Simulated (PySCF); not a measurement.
Species: CH6O3Si.
Bonds: C1–O2, O2–Si3, Si3–O4, Si3–O5. Hydrogens: H6, H7, H8 on C1; H9 on Si3; H10 on O4; H11 on O5.

Method: PySCF, PBE0-D3(BJ)/def2-SVP geometry optimisation, gas phase.

Question: List the bond lengths, angles and torsions at this level.

Answer: 
| bond | length (Å) |
| --- | --- |
| C1–O2 | 1.402 |
| O2–Si3 | 1.646 |
| Si3–O4 | 1.659 |
| Si3–O5 | 1.647 |
| C1–H6, C1–H7, C1–H8 | 1.103 |
| Si3–H9 | 1.482 |
| O4–H10, O5–H11 | 0.962 |

Bonds in one row agree within 0.01 Å and their mean is given. A selection of angles:
| angle | degrees |
| --- | --- |
| O2–C1–H6 | 112.0 |
| O2–C1–H7 | 108.9 |
| H6–C1–H7 | 108.3 |
| C1–O2–Si3 | 126.4 |
| O2–Si3–O4 | 104.9 |
| O2–Si3–O5 | 108.1 |
| O2–Si3–H9 | 114.2 |
| O4–Si3–O5 | 113.9 |
| O4–Si3–H9 | 110.8 |
| O5–Si3–H9 | 105.1 |
| Si3–O4–H10 | 117.0 |
| Si3–O5–H11 | 116.0 |

Dihedral angles: C1–O2–Si3–O4 40° (synclinal); H10–O4–Si3–O2 -173° (antiperiplanar); H11–O5–Si3–O2 -46° (synclinal). The mirror-image conformer, all signs reversed, is as good.

Of the pairs four or more bonds apart, O4···H6 is among the closest relative to their van der Waals radii: 2.62 Å, 96 % of the sum of Bondi's values. O4 (silanol oxygen) is bent (angle 117.0°). Si3 (oxygen-bound silicon) is distorted tetrahedral (angles from 104.9° to 114.2°).

Point group: C1 (no symmetry element, even within 0.4 Å). Whether it is a minimum is left open (no frequencies). One conformer, not necessarily the lowest (C1–O2–Si3–O4 40°, O2–Si3–O4–H -173°, O2–Si3–O5–H -46°).

The run took 96 s on one thread of an Arm Neoverse V1, shared host with 32 logical CPUs at a one-minute load of 22, and the process peaked at 0.43 GiB of memory. This is the geometry optimisation.
